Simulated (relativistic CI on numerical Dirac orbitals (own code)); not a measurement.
## Electric-dipole lines of Re⁵⁰⁺

Method of calculation: Dirac-Coulomb-Breit CI, separate exchange-only KLI orbitals for each configuration, model QED (radiative potential, 1s self-energy scaled to tabulated hydrogen-like ionisation energies), unscaled Slater integrals (own radial code, finite nucleus).

CI space (outside the closed core [Ne]): 3s2 3p6 3d7, 3s2 3p5 3d8, 3s2 3p4 3d9, 3s 3p6 3d8, 3p6 3d9, 3s 3p5 3d9, 3s2 3p6 3d6 4s, 3s2 3p6 3d6 4p, 3s2 3p4 3d8 4s, 3s2 3p6 3d6 4d, 3s2 3p4 3d8 4p, 3s2 3p5 3d7 4s, 3s2 3p6 3d6 4f, 3s2 3p5 3d7 4p, 3s2 3p6 3d5 4s2, 3s 3p6 3d7 4s. Levels of other configurations are missing.

| λ vac (Å) | Lower | Upper | A (s⁻¹) | E lower (eV) | E upper (eV) |
| --- | --- | --- | --- | --- | --- |
| 6.3415 | 3s2 3p6 3d7 4F_9/2 [1] | 3s2 3p6 3d6 4p 2H°_11/2 [193] | 8.97e+12 | 0.00 | 1955.12 |
| 6.3470 | 3s2 3p6 3d7 4F_9/2 [1] | 3s2 3p6 3d6 4p 4F°_9/2 [192] | 6.84e+12 | 0.00 | 1953.43 |
| 17.043 | 3s2 3p6 3d7 2H_9/2 [15] | 3s2 3p5 3d8 2F°_7/2 [62] | 4.95e+12 | 156.87 | 884.37 |
| 17.233 | 3s2 3p6 3d7 4F_9/2 [5] | 3s2 3p5 3d8 2G°_9/2 [50] | 1.86e+12 | 77.22 | 796.67 |
| 17.265 | 3s2 3p6 3d7 2F_7/2 [17] | 3s2 3p5 3d8 2D°_5/2 [61] | 4.24e+12 | 159.99 | 878.13 |
| 17.340 | 3s2 3p6 3d7 4F_7/2 [4] | 3s2 3p5 3d8 4D°_7/2 [49] | 1.80e+12 | 70.09 | 785.11 |
| 17.380 | 3s2 3p6 3d7 2D_3/2 [19] | 3s2 3p5 3d8 2D°_3/2 [69] | 6.20e+12 | 231.41 | 944.77 |
| 17.432 | 3s2 3p5 3d8 2H°_11/2 [35] | 3s2 3p4 3d9 2G_9/2 [93] | 6.04e+12 | 519.92 | 1231.16 |
| 17.442 | 3s2 3p6 3d7 2F_7/2 [10] | 3s2 3p5 3d8 2F°_5/2 [52] | 4.26e+12 | 92.90 | 803.75 |
| 17.444 | 3s2 3p6 3d7 2H_11/2 [9] | 3s2 3p5 3d8 2G°_9/2 [50] | 5.34e+12 | 85.90 | 796.67 |
| 17.515 | 3s2 3p6 3d7 4F_9/2 [5] | 3s2 3p5 3d8 4D°_7/2 [49] | 2.06e+12 | 77.22 | 785.11 |
| 17.648 | 3s2 3p6 3d7 4P_5/2 [7] | 3s2 3p5 3d8 4D°_7/2 [49] | 2.06e+12 | 82.59 | 785.11 |
| 17.718 | 3s2 3p6 3d7 2H_9/2 [15] | 3s2 3p5 3d8 2H°_9/2 [58] | 2.52e+12 | 156.87 | 856.62 |
| 20.848 | 3s2 3p5 3d8 4G°_11/2 [20] | 3s 3p6 3d8 4F_9/2 [76] | 3.46e+12 | 418.17 | 1012.86 |
| 20.935 | 3s2 3p5 3d8 4G°_9/2 [29] | 3s 3p6 3d8 4F_7/2 [82] | 2.86e+12 | 497.33 | 1089.57 |
| 26.697 | 3s2 3p5 3d8 2G°_9/2 [50] | 3s2 3p4 3d9 2F_7/2 [97] | 2.94e+12 | 796.67 | 1261.09 |
| 26.717 | 3s2 3p6 3d7 4F_9/2 [1] | 3s2 3p5 3d8 4D°_7/2 [25] | 2.27e+12 | 0.00 | 464.06 |
| 26.958 | 3s2 3p6 3d7 4F_7/2 [4] | 3s2 3p5 3d8 4D°_5/2 [37] | 1.30e+12 | 70.09 | 530.01 |
| 26.987 | 3s2 3p6 3d7 4F_9/2 [5] | 3s2 3p5 3d8 2G°_7/2 [38] | 1.93e+12 | 77.22 | 536.64 |
| 27.262 | 3s2 3p6 3d7 2D_5/2 [3] | 3s2 3p5 3d8 2P°_3/2 [28] | 1.62e+12 | 20.16 | 474.95 |
| 27.302 | 3s2 3p6 3d7 4P_5/2 [7] | 3s2 3p5 3d8 4S°_3/2 [39] | 1.90e+12 | 82.59 | 536.71 |
| 27.407 | 3s2 3p6 3d7 2H_11/2 [9] | 3s2 3p5 3d8 2G°_9/2 [40] | 1.64e+12 | 85.90 | 538.28 |
| 27.482 | 3s2 3p5 3d8 4D°_7/2 [25] | 3s2 3p4 3d9 2D_5/2 [68] | 2.34e+12 | 464.06 | 915.21 |
| 27.752 | 3s2 3p6 3d7 2D_5/2 [3] | 3s2 3p5 3d8 2D°_5/2 [27] | 1.16e+12 | 20.16 | 466.92 |
| 28.060 | 3s2 3p6 3d7 2H_9/2 [15] | 3s2 3p5 3d8 2G°_7/2 [45] | 1.17e+12 | 156.87 | 598.72 |
| 28.276 | 3s2 3p6 3d7 4F_9/2 [1] | 3s2 3p5 3d8 4F°_9/2 [23] | 1.15e+12 | 0.00 | 438.48 |
| 28.289 | 3s2 3p5 3d8 4F°_9/2 [23] | 3s2 3p4 3d9 4F_9/2 [60] | 1.21e+12 | 438.48 | 876.76 |
| 28.567 | 3s2 3p6 3d7 2H_11/2 [9] | 3s2 3p5 3d8 2H°_11/2 [35] | 5.04e+11 | 85.90 | 519.92 |
| 28.625 | 3s2 3p6 3d7 4F_7/2 [4] | 3s2 3p5 3d8 4D°_7/2 [30] | 5.12e+11 | 70.09 | 503.22 |
| 28.826 | 3s2 3p6 3d7 2F_7/2 [10] | 3s2 3p5 3d8 2G°_7/2 [36] | 8.50e+11 | 92.90 | 523.01 |

Terms are leading LS components. Brackets give the number of a level in order of energy, since labels repeat. The list gives strong lines, with weight on those to low levels, without lines whose two gauges differ by over a factor of 2.5, among the lowest 200 of 2750 levels, so that lines to higher ones, which can be the strongest, are missing. Levels whose partners in the same complex of configurations lie outside the list can be far off, and so can their lines. Rates are taken at the computed energies, electric ones in the length gauge.

At this charge energies of transitions that change n are usually good to better than 1 %, and those within a shell (Δn = 0) to a few per cent.

LS names give the leading component of a level, which can be under half, so a name can repeat, a term be missing and a line seem to break the LS rules.
